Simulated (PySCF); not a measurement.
# Excitation energy of Ti by level of theory

Ti [Ar] 3d2 4s2 (3F) → Ti [Ar] 3d4 (5D), as a difference of total energies. Calculation: PySCF 2.14, in x2c-QZVPPall (11s7p5d3f2g, 96 functions); scalar relativity by spin-free X2C-1e. Correlated levels: valence: [Ar] frozen; valence and next inner shell: [Ne] frozen. The calculations carry no spin-orbit coupling.

```csv
method,excitation energy (eV)
UHF,4.591
LDA,2.177
PBE,2.319
PBE0,2.823
r2SCAN,2.594
B2PLYP,3.584
CAM-B3LYP,3.225
r2SCAN0,3.041
LC-wPBE,2.643
MP2 (valence),4.038
SCS-MP2 (valence),5.129
MP2 (valence and next inner shell),3.288
SCS-MP2 (valence and next inner shell),4.427
```

How much does correlation contribute at MP2 (valence and next inner shell)?

3.288 − (4.591) = -1.303 eV, measured against UHF.

A first-order spin-orbit estimate (lowest level to lowest level, LS coupling) adds 0.014 eV.
